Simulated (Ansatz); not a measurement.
Input and output for C4H10Cl2InN, SMILES `CC[N](CC)[In]([Cl])[Cl]`.

```yaml
crystal:
  periodic: [false, false, false]
  atoms:
    - {symbol: C, position_ang: [2.371698, 0.077638, -0.587814]}
    - {symbol: C, position_ang: [1.357775, -0.668525, 0.251311]}
    - {symbol: N, position_ang: [0.112490, 0.059126, 0.339478]}
    - {symbol: C, position_ang: [-0.937968, -0.652453, 1.030972]}
    - {symbol: C, position_ang: [-2.244412, 0.108609, 0.977546]}
    - {symbol: In, position_ang: [-0.459000, 1.027054, -1.363800]}
    - {symbol: Cl, position_ang: [-0.506247, 3.333404, -1.517130]}
    - {symbol: Cl, position_ang: [-1.119707, -0.045681, -3.325968]}
    - {symbol: H, position_ang: [2.524158, 1.091239, -0.208521]}
    - {symbol: H, position_ang: [3.336931, -0.431390, -0.600729]}
    - {symbol: H, position_ang: [2.052644, 0.137626, -1.641057]}
    - {symbol: H, position_ang: [1.219887, -1.685596, -0.153927]}
    - {symbol: H, position_ang: [1.757955, -0.795097, 1.268302]}
    - {symbol: H, position_ang: [-1.086852, -1.670039, 0.630944]}
    - {symbol: H, position_ang: [-0.638515, -0.776856, 2.082303]}
    - {symbol: H, position_ang: [-2.631286, 0.167235, -0.052829]}
    - {symbol: H, position_ang: [-3.024146, -0.388141, 1.557379]}
    - {symbol: H, position_ang: [-2.123007, 1.123149, 1.365442]}
basis:
  gaussian: {orbitals: def2-mTZVP}
hamiltonian: {xc: {name: B2GP-PLYP}}
output: {forces: true}
```

```sh
$ ansatz run in.yaml --threads 4 --pin off --events-out ev --progress --plain --max-ram 66560MiB --backend cpu
```

Output, abridged:

```
Functional definition: B2GP-PLYP
2026 factors; integrals over basis functions are off by at most 1.0e-3 eV
mean field evaluation 1: about -35976.2391 eV, gradient 5.8e1 eV
mean field evaluation 2: about -35976.2341 eV, gradient 5.8e1 eV
mean field evaluation 4: about -35984.0306 eV, gradient 1.0e1 eV
mean field evaluation 8: about -35984.2468 eV, gradient 4.2e-1 eV
mean field evaluation 16: about -35984.2473 eV, gradient 1.1e-4 eV
mean field -35984.24730115 eV, -1322.3966973184 hartree, gradient 2.3e-6 eV, S^2 0.000000; 0 other end points of the search recorded, 0 dependent functions left out
19 core orbitals not correlated: weight in the atoms' cores, before any rotation towards them, 1.000 or more for the frozen orbitals, at most 0.000 for the correlated occupied ones
reference -35984.24748242 eV, -1322.3967039800 hartree; 29, 29 occupied and 157, 157 virtual orbitals, 2026 factors
second order -35.64638232 eV of doubles, -0.00000000 eV of singles
Total energy: -35997.08018006 eV, -1322.8682969198 hartree
Atom 0 at     2.371698     0.077638    -0.587814 Å, force     0.183050     0.128039    -0.151370 eV/Å
Atom 1 at     1.357775    -0.668525     0.251311 Å, force     0.270657    -0.354488     0.184292 eV/Å
Atom 2 at     0.112490     0.059126     0.339478 Å, force     0.011587     0.201902     0.029392 eV/Å
Atom 3 at    -0.937968    -0.652453     1.030972 Å, force    -0.106483    -0.351263     0.312867 eV/Å
Atom 4 at    -2.244412     0.108609     0.977546 Å, force    -0.235969     0.130773    -0.008827 eV/Å
Atom 5 at    -0.459000     1.027054    -1.363800 Å, force    -0.009121    -0.040336    -0.024102 eV/Å
Atom 6 at    -0.506247     3.333404    -1.517130 Å, force    -0.007106     0.338537    -0.023027 eV/Å
Atom 7 at    -1.119707    -0.045681    -3.325968 Å, force    -0.090713    -0.130051    -0.270563 eV/Å
Atom 8 at     2.524158     1.091239    -0.208521 Å, force    -0.012132    -0.149698    -0.042178 eV/Å
Atom 9 at     3.336931    -0.431390    -0.600729 Å, force    -0.118645     0.056501     0.011747 eV/Å
Atom 10 at     2.052644     0.137626    -1.641057 Å, force     0.073755    -0.013893     0.148577 eV/Å
Atom 11 at     1.219887    -1.685596    -0.153927 Å, force     0.012043     0.127948     0.032964 eV/Å
Atom 12 at     1.757955    -0.795097     1.268302 Å, force    -0.049370     0.018157    -0.145876 eV/Å
Atom 13 at    -1.086852    -1.670039     0.630944 Å, force     0.011962     0.128082     0.032940 eV/Å
Atom 14 at    -0.638515    -0.776856     2.082303 Å, force    -0.049426     0.018027    -0.145862 eV/Å
Atom 15 at    -2.631286     0.167235    -0.052829 Å, force     0.031786    -0.013313     0.162385 eV/Å
Atom 16 at    -3.024146    -0.388141     1.557379 Å, force     0.101902     0.055070    -0.063236 eV/Å
Atom 17 at    -2.123007     1.123149     1.365442 Å, force    -0.017777    -0.149994    -0.040123 eV/Å
Dipole moment:     0.203926    -0.466497     0.612843 e Å
```

It took 24 s on 4 threads of an AMD EPYC 7R13 on a shared host, with 0.84 GiB of host memory at the peak.
